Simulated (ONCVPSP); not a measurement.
# Ce: one change to an ONCV potential, before and after

cerium, optimised norm-conserving Vanderbilt (ONCV), made with ONCVPSP 4.0.1 (PBE, scalar-relativistic). Core [Kr] 4d10, reference 4f1 5s2 5p6 5d1 6s2. Waves: 5s+6s: rc 2.85 bohr, ncon 3, nbas 6, qcut 5 1/bohr, 2 projectors; 5p: rc 2.00 bohr, ncon 4, nbas 7, qcut 4.6 1/bohr, 2 projectors, debl 1.5 Ha; 5d: rc 2.50 bohr, ncon 5, nbas 10, qcut 3.9 1/bohr, 3 projectors, debl 0.9 Ha; 4f: rc 1.55 bohr, ncon 4, nbas 9, qcut 9.6 1/bohr, 2 projectors, debl 2.4 Ha. Local part: polynomial inside 1.10 bohr (lpopt 5, dvloc0 0 Ha). Core correction: Teter function, fcfact 4, rcfact 1.75.

Change: core correction Teter function, fcfact 2.1, rcfact 1.75.

Cutoffs: the cutoffs (Ha) at which the residual kinetic energy of the hardest occupied pseudo-wave falls to 1 and 0.1 mHa per electron; they do not see the model core or the augmentation charge, which bear on the density cutoff. Errors are all-electron minus pseudo energies relative to the spin-unpolarised reference configuration.

How do hardness, ghosts and transferability respond?

The potential gets neither clearly harder nor softer (44 Ha and 105 Ha → 44 Ha and 105 Ha); both files keep a bound ghost (s); of the 4 tests that both files solve, the error grows in 0 and shrinks in 4 by more than 15 % and 0.3 meV (median size 41.0 → 29.9 meV). A model core, the more so a compact one, raises the density cutoff, which this test does not measure.

| quantity | base | changed |
| --- | --- | --- |
| cutoff, loose | 44 Ha | 44 Ha |
| cutoff, tight | 105 Ha | 105 Ha |
| bound ghosts | s | s |
| GHOST(+) flags under 300 eV | p at 46.2 eV, d at 161.1 eV | p at 46.2 eV, d at 161.1 eV |
| error for 4f1 5s2 5p6 5d1 6s1, meV [ΔE 6.07 eV] | -4.3 | -3.3 |
| error for 4f1 5s2 5p6 5d1 6s0, meV [ΔE 17.15 eV] | -29 | -20 |
| error for 4f1 5s2 5p6 5d0 6s0, meV [ΔE 36.33 eV] | -92 | -51 |
| error for 4f1 5s2 5p5 5d1 6s2, meV [ΔE 27.86 eV] | -53 | -40 |
| s: phases at 2.89 bohr within 0.05 rad from the reference energy up to (Ha; the scan ends near 5) | 2.5 | 2.5 |
| p: phases at 2.03 bohr within 0.05 rad from the reference energy up to (Ha; the scan ends near 5) | 1.6 | 1.6 |
| d: phases at 2.54 bohr within 0.05 rad from the reference energy up to (Ha; the scan ends near 5) | to the end of the scan | to the end of the scan |
| f: phases at 1.57 bohr within 0.05 rad from the reference energy up to (Ha; the scan ends near 5) | to the end of the scan | to the end of the scan |
| rms error of d²Exc/dni dnj with the model core, mHa | 4.68 | 6.33 |

 A true bound ghost makes a file unfit for plane-wave use even where its test errors are small: the radial tests pick states by their node count and pass the ghost by.
